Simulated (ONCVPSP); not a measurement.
# Configuration tests for chlorine (Cl) (ONCV)

| Quantity | Value |
| --- | --- |
| Element | Cl (Z = 17) |
| Generator | ONCVPSP 4.0.1 |
| Type | optimised norm-conserving Vanderbilt (ONCV) |
| Functional | PW91 |
| Relativity | fully relativistic |
| Frozen core | [Ne] |
| Valence charge | 7 |
| Reference configuration | 3s1.75 3p5.25 |
| Partial waves | 3s: rc 1.40 bohr, ncon 4, nbas 8, qcut 5 1/bohr, 2 projectors, debl 1.7 Ha; 3p: rc 1.00 bohr, ncon 4, nbas 8, qcut 7.7 1/bohr, 1 projector; d scattering state at 0.38 Ha: rc 1.50 bohr, ncon 5, nbas 9, qcut 7.1 1/bohr, 1 projector |
| Local potential | polynomial inside 0.80 bohr (lpopt 5, dvloc0 4 Ha) |
| Core correction | Teter function, fcfact 3.5, rcfact 1 |

Open shells are filled in proportion to 2j + 1.

Energies are relative to the spin-unpolarised reference configuration 3s1.75 3p5.25; without spin polarisation the order of configurations can differ from experiment.

```json
{"valence configuration": "3s2 3p4", "charge": "+1", "ΔE all-electron (eV)": "10.905", "error AE − PS (meV)": "+4.9"}
{"valence configuration": "3s2 3p3", "charge": "+2", "ΔE all-electron (eV)": "36.418", "error AE − PS (meV)": "+27"}
{"valence configuration": "3s1 3p6", "charge": "0", "ΔE all-electron (eV)": "9.122", "error AE − PS (meV)": "+0.2"}
```

(1) What are ΔE and the potential's error for 3s2 3p5?

Results:

(1) ΔE = -3.027 eV all-electron; the error (AE − PS) is +0.3 meV.
